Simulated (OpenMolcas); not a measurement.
# Ta3+ in a ligand field

Ta3+ with 4 ligands (water) in tetrahedral coordination (D2d) at 1.95 Å. Ligand basis ANO-RCC-VDZP.
```
Ta    0.0000    0.0000    0.0000
O     1.1258    1.1258    1.1258
H     0.9076    2.0103    1.4590
H     2.0103    0.9076    1.4590
O     1.1258   -1.1258   -1.1258
H     2.0103   -0.9076   -1.4590
H     0.9076   -2.0103   -1.4590
O    -1.1258    1.1258   -1.1258
H    -0.9076    2.0103   -1.4590
H    -2.0103    0.9076   -1.4590
O    -1.1258   -1.1258    1.1258
H    -2.0103   -0.9076    1.4590
H    -0.9076   -2.0103    1.4590
```

```json
{
  "Program": "OpenMolcas 26.06",
  "Method": "CASSCF",
  "Basis": "ANO-RCC-VDZP [7s6p4d2f1g]",
  "Scalar Hamiltonian": "DKH2, point nucleus",
  "Active space": "2 electrons in 5 orbitals (5d)",
  "State averaging": "2S+1 = 3 even, 10 roots; 2S+1 = 1 even, 15 roots",
  "Spin-orbit coupling": "state interaction with AMFI integrals over the reference wave functions"
}
```

The lowest spin-free states, above the lowest:

```json
{"State": "2S+1 = 3", "Degeneracy": "1", "E (cm-1)": "0.0"}
{"State": "2S+1 = 1", "Degeneracy": "1", "E (cm-1)": "3174"}
{"State": "2S+1 = 3", "Degeneracy": "2", "E (cm-1)": "8769"}
{"State": "2S+1 = 1", "Degeneracy": "1", "E (cm-1)": "9996"}
{"State": "2S+1 = 3", "Degeneracy": "1", "E (cm-1)": "16892"}
{"State": "2S+1 = 1", "Degeneracy": "2", "E (cm-1)": "17411"}
{"State": "2S+1 = 3", "Degeneracy": "1", "E (cm-1)": "21372"}
{"State": "2S+1 = 1", "Degeneracy": "1", "E (cm-1)": "21936"}
{"State": "2S+1 = 3", "Degeneracy": "2", "E (cm-1)": "21956"}
{"State": "2S+1 = 1", "Degeneracy": "1", "E (cm-1)": "23929"}
{"State": "2S+1 = 3", "Degeneracy": "1", "E (cm-1)": "26647"}
{"State": "2S+1 = 1", "Degeneracy": "2", "E (cm-1)": "27738"}
{"State": "2S+1 = 3", "Degeneracy": "2", "E (cm-1)": "30446"}
{"State": "2S+1 = 1", "Degeneracy": "1", "E (cm-1)": "30808"}
{"State": "2S+1 = 1", "Degeneracy": "1", "E (cm-1)": "31058"}
{"State": "2S+1 = 1", "Degeneracy": "1", "E (cm-1)": "35565"}
{"State": "2S+1 = 1", "Degeneracy": "1", "E (cm-1)": "37243"}
{"State": "2S+1 = 1", "Degeneracy": "2", "E (cm-1)": "40396"}
{"State": "2S+1 = 1", "Degeneracy": "1", "E (cm-1)": "52709"}
```

The lowest levels with spin-orbit coupling:

```
E (cm-1)  Degeneracy      2S+1               g
     0.0           1         3                
   142.4           2         3  0.00 0.00 3.28
    3016           1  1 (88 %)                
    7370           1  3 (64 %)                
    9824           1         3                
    9881           2         3  0.00 0.00 0.95
    9896           1         3                
   10222           1         3                
   12050           1  1 (59 %)                
   17665           2         3  0.00 0.00 3.41
   17834           1         3                
   18087           2  1 (87 %)  0.00 0.00 0.03
   20463           1  3 (74 %)                
   21492           1         3                
   21689           2         3  0.00 0.00 3.16
   22366           1  1 (61 %)                
   22702           1         3                
   23114           2         3  0.00 0.00 0.58
   23213           1         3                
   23283           1  3 (64 %)
```

Electric-dipole absorption from the lowest level at this geometry, strongest bands:

| E (cm-1) | λ (nm) | f |
| --- | --- | --- |
| 3016 | 3320 | 3.71e-06 |
| 9881 | 1010 | 7.63e-04 |
| 10222 | 978 | 3.21e-04 |
| 17665 | 566 | 2.04e-03 |
| 17834 | 561 | 4.18e-03 |
| 18087 | 553 | 1.73e-05 |
| 20463 | 489 | 7.78e-05 |
| 21689 | 461 | 1.92e-03 |
| 23114 | 433 | 1.06e-02 |
| 26734 | 374 | 2.53e-05 |
| 28720 | 348 | 3.79e-04 |
| 30147 | 332 | 1.99e-04 |
| 31593 | 317 | 1.07e-04 |
| 32068 | 312 | 1.86e-03 |
| 37032 | 270 | 1.08e-05 |
| 54093 | 185 | 1.39e-06 |

Powder χT (cm3 K/mol): 0.00949 at 2 K, 0.0475 at 10 K, 0.237 at 50 K, 0.4 at 100 K, 0.506 at 200 K, 0.539 at 300 K. The effective moment at 300 K is 2.828 √(χT) = 2.08 μB.

The lowest level has 2S+1 = 3, for which the spin-only value is χT = S(S+1) / 2 = 1.000 cm3 K/mol (g = 2). The computed 0.539 at 300 K differs by -0.461, through orbital momentum, spin-orbit coupling and any other state in reach.

Metal share of the active 5d orbitals (Löwdin): 71, 71, 72, 86, 88 %; Mulliken charge of the metal 2.51.

Without dynamic correlation the repulsion within the d shell is too large (B by tens of per cent), so at a given field states of lower spin stand too high. The least metal-like active orbital is 71 % on the metal (Löwdin) and no ligand orbital is active, so the numbers are rough. With metal d orbitals alone the field can be off either way by tens of per cent. Ligand-to-metal charge-transfer states are missing. With no ligand orbital active B as a rule stays too high, so bands that hang on it stand too high and its fall with covalency is understated. No measured value stands beside these numbers; the geometry was imposed, not optimised, and the real ion may take another.

A state without a sure symmetry label is named by its multiplicity alone. With an even number of electrons the g values are those of a degenerate or nearly degenerate non-Kramers pair.
